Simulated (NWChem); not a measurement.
CH4BF; SMILES CBF

```xyz
7

B     -0.4892    -0.1511    -0.0008
H     -1.6941    -0.2987     0.0019
F      0.2313    -1.2643     0.0002
C      0.2014     1.2452    -0.0016
H     -0.1166     1.8084     0.8932
H     -0.1590     1.8370    -0.8604
H      1.2994     1.2010    -0.0266
```
Atoms are numbered in this order, from 1.

All runs use the structure optimised with PBE0/def2-SVP.

**Question.** Give the principal values of the shielding tensors (ppm) of B1, F3, C4 from PBE0/pcSseg-2, GIAO (NWChem), with their diamagnetic and paramagnetic parts as GIAO splits them.

**Answer.** 
```
atom    σ11    σ22    σ33  isotropic  diamagnetic  paramagnetic
----  -----  -----  -----  ---------  -----------  ------------
B1    -25.6   62.9   84.7       40.7        192.4        -151.8
F3    -11.9   63.2  469.0      173.5        470.8        -297.3
C4    150.3  179.3  195.3      175.0        246.3         -71.3
```
